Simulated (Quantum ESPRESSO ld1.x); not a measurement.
Q: Nb30+, configuration [Ne] 3p1 (not the ground configuration). Method: Dirac Kohn-Sham, LDA (Slater exchange, Perdew-Zunger correlation), spin-unpolarised, spherical densities, point nucleus; open shells fill j = l - 1/2 first; computed with ld1.x of Quantum ESPRESSO 7.5.

Spin-orbit splittings of the eigenvalues, e(l+1/2) - e(l-1/2), with zeta = 2 splitting/(2l+1) and mean radii in bohr:

shell  occ.  splitting (eV)  zeta (eV)  <r> j=l-1/2  <r> j=l+1/2
2p        6           99.45      66.30       0.1319       0.1361
3p        1           24.86      16.58       0.3596       0.3658
3d        0               ?          ?       0.3205       0.3224
4p        0           9.909      6.606       0.6860       0.6943
4f        0          0.9227     0.2636       0.5769       0.5780

Estimate the 3d splitting.

A: 5.743 eV (zeta = 2.297 eV).
